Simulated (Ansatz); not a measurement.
A nudged elastic band was laid between two geometries of BBrClHO (5 atoms, charge 0, multiplicity 1).

All numbers below come from RKS PBE0/def2-SVP in Ansatz 0.2.0.

* movable images: 5
* climbing image: yes
* spring: 5.0 eV/Å²
* optimiser: quadratic models (default)
* start path: through a guess of the saddle point
* force threshold: 0.05 eV/Å
* iteration limit: 60
* end points: relaxed

First end point:

```xyz
5
Properties=species:S:1:pos:R:3
O 0.909 0.468 0.433
B -0.185 -0.232 0.115
Cl -0.845 -1.352 1.284
Br -1.032 -0.019 -1.605
H 1.202 1.060 -0.270
```

Last end point:

```xyz
5
Properties=species:S:1:pos:R:3
O 0.831 0.706 -0.150
B -0.216 -0.127 -0.139
Cl -0.577 -1.132 1.267
Br -1.329 -0.210 -1.688
H 1.341 0.689 0.669
```

Which bonds break or form, and what moves?

No bond is made or broken. The dihedral H5–O1–B2–Br4 goes from 0 to -180°.

Give the energies along the band, and the barrier.

The forces met the threshold. The highest image is number 3 of 0 to 6, 0.43 eV above the first end and 0.42 eV above the last; the last end lies 0.01 eV above the first. A vibrational analysis at the climbing image gives one clearly imaginary mode, 614i cm⁻¹: a first-order saddle point.

```
image  path coordinate (Å)  energy (eV)  dihedral H5–O1–B2–Br4 (°)
    0                 0.00         0.00                          0
    1                 0.30         0.10                         26
    2                 0.59         0.32                         58
    3                 0.89         0.43                         92
    4                 1.19         0.32                        123
    5                 1.48         0.11                        153
    6                 1.78         0.01                       -180
```

What is the geometry of the highest image?


```xyz
5
Properties=species:S:1:pos:R:3:forces:R:3
O 1.066 0.273 0.020 -0.01 -0.01 0.00
B -0.167 -0.252 -0.055 0.01 0.01 -0.02
Cl -0.828 -1.217 1.257 -0.01 -0.01 0.01
Br -1.233 -0.029 -1.641 0.00 0.00 0.01
H 1.212 1.151 0.378 0.01 0.01 0.00
```

What are the harmonic wavenumbers there?

614i, 225, 327, 452, 507, 739, 910, 1375, 3973 cm⁻¹.

Time of the run: 3.1 min on 1 CPU thread of a shared host.
